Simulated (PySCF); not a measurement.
TaOF2, SMILES [Ta+]([F])([F])=[O], charge +1, multiplicity 1. Geometry optimised at PBE-D3(BJ)/def2-TZVP. The multiplicity is an assumed one; other spin states were not compared. The isomer is the one that the SMILES or the coordinates give; other isomers of the formula were not compared. The def2 effective core potentials stand for the cores of Ta; spin–orbit coupling is left out.

Method: PBE-D3(BJ)/def2-TZVP (PySCF).

Harmonic wavenumbers (cm⁻¹): 174, 250, 283, 732, 743, 1029. Rotational constants (GHz): 5.954, 4.891, 3.478; symmetry number 1.

### Question
Work out the zero-point energy and the ideal-gas rigid-rotor harmonic-oscillator thermochemistry at 298.15 K and 1 atm.

### Answer
ZPE = ½ Σ hcν = ½ × 3211 cm⁻¹ = 19.21 kJ/mol. H − E(el) = 33.74 kJ/mol. Entropy in J/(mol K): translation 176.83, rotation 106.96, vibration 26.13, total 309.93. G − E(el) = -58.66 kJ/mol. Cp = 63.42 J/(mol K).
